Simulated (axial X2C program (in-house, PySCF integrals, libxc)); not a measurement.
## Spin–orbit effects down a group: molecules with Al (ions), PBE0

Calculated with an in-house all-electron X2C program for linear molecules (integrals from PySCF), spin-free (one-electron X2C) or two-component (2c: spin–orbit coupling with atomic mean-field Coulomb and Gaunt terms, which also bring small scalar terms), in Dyall basis sets with cores contracted in-house; open shells are unrestricted.

Basis sets: Al dyall-av3z, O dyall-av3z, S dyall-av3z, Se dyall-acv3z.

```json
{"molecule": "AlO⁻", "spin-free state": "M_S = 0, Λ = 0", "Re (Å)": "1.644", "ωe (cm⁻¹)": "976.9", "De (eV)": "6.03", "2c state": "Ω = 0", "Re 2c (Å)": "1.645", "ωe 2c (cm⁻¹)": "977.0", "De 2c (eV)": "6.03"}
{"molecule": "AlS⁻", "spin-free state": "M_S = 0, Λ = 0", "Re (Å)": "2.101", "ωe (cm⁻¹)": "572.7", "De (eV)": "4.66", "2c state": "Ω = 0", "Re 2c (Å)": "2.101", "ωe 2c (cm⁻¹)": "572.6", "De 2c (eV)": "4.66"}
{"molecule": "AlSe⁻", "spin-free state": "M_S = 0, Λ = 0", "Re (Å)": "2.232", "ωe (cm⁻¹)": "443.2", "De (eV)": "4.26", "2c state": "Ω = 0", "Re 2c (Å)": "2.232", "ωe 2c (cm⁻¹)": "442.6", "De 2c (eV)": "4.22"}
```

Fragments in 2c: Al + O-, S- + Al, Se- + Al. Each entry is the lowest single determinant of a limited PBE0 search at one distance. De goes to single-determinant-based atoms at the same level (for ions the charge split of lowest energy) and is withheld (n/a) where an atom does not fit its ground term or J level. Main or longest-lived isotopes. Some light 2c atoms are not at their ground J level, so De misses part of their lowering (0.04 eV or less). The functionals have no current term, which raises determinants with orbital currents.
